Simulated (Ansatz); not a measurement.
CH3BO2S, SMILES `OB1OC1S`, 8 atoms. Charge 0, multiplicity 1. All runs use 2 threads of an Intel Xeon Platinum 8488C on a shared host. Correlated methods freeze the cores.

Q: Give the basis size and wall time and peak host memory of each of these runs in Ansatz. RKS ωB97M-V/def2-QZVPP energy; RKS PBE-D4/def2-TZVPP energy and forces; RKS BHLYP-D4/def2-TZVPP energy; RHF-CCSD(T)/def2-SVP energy; direct RPA on PBE orbitals/def2-TZVPP energy; RKS ωB97M-V/def2-SVP energy; RKS SPW92 (LDA)/def2-TZVPP energy; RHF-CCSD(T)/def2-TZVPP energy; RKS PBE0-D4/def2-QZVPP energy; RKS PBE0-D4/def2-TZVP frequencies; RHF-MP2/def2-QZVPP energy; RKS PBE0-D4/def2-SVP energy. (An estimate is asked.)

A: Ansatz gave: Other jobs shared the machine, so times are rough.

```csv
level,job,functions,wall time,peak host memory (GiB)
RKS PBE0-D4/def2-SVP,energy,89,0.75 s,0.39
RKS SPW92 (LDA)/def2-TZVPP,energy,208,1.1 s,0.25
RKS PBE-D4/def2-TZVPP,energy and forces,208,2 s,0.25
RKS BHLYP-D4/def2-TZVPP,energy,208,2.5 s,0.45
RKS ωB97M-V/def2-SVP,energy,89,2.6 s,0.39
RHF-CCSD(T)/def2-SVP,energy,89,2.9 s,0.39
direct RPA on PBE orbitals/def2-TZVPP,energy,208,3.9 s,0.42
RKS PBE0-D4/def2-QZVPP,energy,388,6 s,1.1
RKS ωB97M-V/def2-QZVPP,energy,388,14 s,1.2
RHF-MP2/def2-QZVPP,energy,388,16 s,1.8
RHF-CCSD(T)/def2-TZVPP,energy,208,61 s,2.9
RKS PBE0-D4/def2-TZVP,frequencies,179,94 s,0.41
```
